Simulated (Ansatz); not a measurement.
Single points on the cluster Ta2Si2.

```yaml
crystal:
  periodic: [false, false, false]
  atoms:
    - {symbol: Ta, position_ang: [-0.831640, 0.984741, -0.030350]}
    - {symbol: Ta, position_ang: [0.780994, 0.907305, -1.598334]}
    - {symbol: Si, position_ang: [0.805088, -0.941376, 0.010237]}
    - {symbol: Si, position_ang: [-0.754431, -0.950669, 1.618447]}
basis:
  gaussian: {orbitals: def2-TZVP, initial_orbitals: start.molden}
hamiltonian: {xc: {text: "exchange = 0.90*pbe_x + 0.10*exact_x\ncorrelation = pbe_c"}}
scf: {omitted_lower_state_checks: [starts]}
output: {orbitals: {seedname: orbitals}}
```

The file start.molden holds the orbitals of an earlier run on this structure, at another level or in another basis.

```sh
$ ansatz run in.yaml --threads 4 --pin off --events-out ev --progress --plain --max-ram 3916MiB
```

Shortened log:

```
Functional definition: unnamed
  exchange = 0.90*pbe_x + 0.10*exact_x
  correlation = pbe_c
these checks for a lower state are left out or cut short: starts
1178 factors; their error is unknown
mean field evaluation 1: about -18847.3498 eV, gradient 5.9e0 eV
mean field evaluation 2: about -18847.3987 eV, gradient 9.8e-2 eV
mean field evaluation 4: about -18847.4133 eV, gradient 1.8e-3 eV
mean field evaluation 8: about -18847.4133 eV, gradient 2.1e-5 eV
mean field -18847.41328290 eV, -692.6296629111 hartree, gradient 2.1e-5 eV, S^2 0.000000; 0 other end points of the search recorded, 0 dependent functions left out
reference -18847.41331375 eV, -692.6296640446 hartree; 27, 27 occupied and 127, 127 virtual orbitals, 1178 factors
Total energy: -18847.41331375 eV, -692.6296640446 hartree
Checks for a lower state left out: starts
```

It took 3.3 s on 4 threads of Arm Neoverse V1 on a shared host.

First input, but with `hamiltonian: {xc: {name: B3LYP}, dispersion: d4}` (abridged; 3.3 s):

```
Functional definition: B3LYP
mean field -18855.20495404 eV, -692.9160015441 hartree, gradient 1.5e-5 eV, S^2 0.000000
Total energy: -18855.62522083 eV, -692.9314460636 hartree
Checks for a lower state left out: starts
```

The first input with `gaussian: {orbitals: def2-TZVPD, initial_orbitals: start.molden}`, `hamiltonian: {xc: r2scan, dispersion: d4}` (abridged; 6 s):

```
Functional definition: r2SCAN
mean field -18853.66942677 eV, -692.8595719578 hartree, gradient 1.0e-5 eV, S^2 0.000000
Total energy: -18853.71120253 eV, -692.8611071886 hartree
Checks for a lower state left out: starts
```

The first input with `hamiltonian: {xc: {text: "exchange = 0.50*pbe_x + 0.50*exact_x\ncorrelation = pbe_c"}}` (abridged; 3.6 s):

```
Functional definition: unnamed
mean field -18844.39764579 eV, -692.5188402912 hartree, gradient 1.7e-5 eV, S^2 0.000000
Total energy: -18844.39766292 eV, -692.5188409209 hartree
Checks for a lower state left out: starts
```

The first input with `hamiltonian: {xc: {name: CAM-B3LYP}, dispersion: d4}` (abridged; 6 s):

```
Functional definition: CAM-B3LYP
mean field -18849.34284077 eV, -692.7005728547 hartree, gradient 2.0e-5 eV, S^2 0.000000
Total energy: -18849.57543011 eV, -692.7091203554 hartree
Checks for a lower state left out: starts
```

The first input with `gaussian: {orbitals: def2-TZVPP, initial_orbitals: start.molden}`, `correlation: {method: ccsd_t}` and without the key `hamiltonian` (abridged; 2.1 min):

```
Functional definition: HF
mean field evaluation 16: about -18777.6327 eV, gradient 2.4e1 eV
mean field evaluation 32: about -18781.5229 eV, gradient 1.5e1 eV
mean field evaluation 64: about -18771.1630 eV, gradient 5.7e1 eV
mean field evaluation 96: about -18783.5147 eV, gradient 3.3e0 eV
mean field evaluation 128: about -18784.0805 eV, gradient 1.3e0 eV
mean field -18785.82123920 eV, -690.3661970535 hartree, gradient 2.5e-6 eV, S^2 0.000000; 1 other end points of the search recorded, 0 dependent functions left out; unrestricted orbitals would lower it
determinant -18785.82123920 eV, -690.3661970535 hartree, with singles and doubles -18814.16245634 eV, -691.4077175732 hartree
determinant -18783.27779493 eV, -690.2727272005 hartree, with singles and doubles -18811.20528653 eV, -691.2990435872 hartree
10 core orbitals not correlated: weight in the atoms' cores, before any rotation towards them, 1.000 or more for the frozen orbitals, at most 0.000 for the correlated occupied ones
second order -32.14395551 eV of doubles, -0.00000000 eV of singles
cycle   1  -28.12478856 eV  change   -5.9e-1 eV  update   4.9e-2
cycle   2  -28.24513502 eV  change   -1.2e-1 eV  update   3.1e-2
cycle   3  -28.19791165 eV  change    4.7e-2 eV  update   2.7e-2
[...]
cycle   7  -28.29261843 eV  change   -3.7e-4 eV  update   5.3e-3
cycle   8  -28.29562147 eV  change   -3.0e-3 eV  update   3.6e-3
cycle   9  -28.29395568 eV  change    1.7e-3 eV  update   1.7e-3
cycle  10  -28.29472198 eV  change   -7.7e-4 eV  update   9.7e-4
cycle  11  -28.29358453 eV  change    1.1e-3 eV  update   5.2e-4
cycle  12  -28.29412312 eV  change   -5.4e-4 eV  update   3.1e-4
cycle  13  -28.29392485 eV  change    2.0e-4 eV  update   2.1e-4
cycle  14  -28.29412640 eV  change   -2.0e-4 eV  update   1.3e-4
cycle  15  -28.29402682 eV  change    1.0e-4 eV  update   8.2e-5
cycle  16  -28.29410525 eV  change   -7.8e-5 eV  update   6.0e-5
cycle  17  -28.29406663 eV  change    3.9e-5 eV  update   4.1e-5
cycle  18  -28.29405412 eV  change    1.3e-5 eV  update   3.0e-5
perturbative correction -2.73353650 eV, -0.1004556136 hartree
Total energy: -18816.84882982 eV, -691.5064399777 hartree
Checks for a lower state left out: starts
```

The first input with `hamiltonian: {xc: pbe}`, `correlation: {method: rpa}` and without the key `output` (abridged; 14 s):

```
Functional definition: PBE
mean field -18848.27700255 eV, -692.6614040228 hartree, gradient 4.8e-6 eV, S^2 0.000000; unrestricted orbitals would lower it
mean field evaluation 16: about -18783.9249 eV, gradient 2.6e1 eV
mean field evaluation 32: about -18786.9312 eV, gradient 8.4e-2 eV
10 core orbitals not correlated: weight in the atoms' cores, before any rotation towards them, 1.000 or more for the frozen orbitals, at most 0.000 for the correlated occupied ones
Total energy: -18821.50692504 eV, -691.6776218195 hartree
Checks for a lower state left out: starts
```

Geometry: PBE0-D4/def2-SVP.

In the def2 sets Ta takes a core potential; there is no spin–orbit coupling. B3LYP takes the VWN-RPA correlation. Correlated methods freeze 10 core orbitals; core or outer-core shells of Ta are correlated, in sets that lack core-valence functions. The restricted singlet is unstable towards broken spin symmetry at other levels; at PBE with 10 % exact exchange/def2-TZVP, B3LYP-D4/def2-TZVP, r2SCAN-D4/def2-TZVPD, PBE with 50 % exact exchange/def2-TZVP and others this wasn't settled. At CCSD(T)/def2-TZVPP T1 of the charge 0 singlet is large (up to 0.082), so the single-reference result is doubtful. At CCSD(T)/def2-TZVPP, RPA@PBE/def2-TZVP the restricted singlet (for correlated methods, its reference) is unstable: a solution with broken spin symmetry lies lower. The geometry of the singlet was relaxed on an unsound state (restricted singlet, unstable towards broken spin symmetry at other levels and untested here). The order of the spin states hangs on the level: the triplet lies 0.08 eV below the singlet at PBE with 50 % exact exchange/def2-TZVP, but 0.21 eV above it at PBE with 10 % exact exchange/def2-TZVP. The singlet is doubtful at PBE with 50 % exact exchange/def2-TZVP (restricted singlet, unstable towards broken spin symmetry at other levels and untested here). The singlet is doubtful at PBE with 10 % exact exchange/def2-TZVP (restricted singlet, unstable towards broken spin symmetry at other levels and untested here). The structure comes from a short search, and lower isomers may exist.
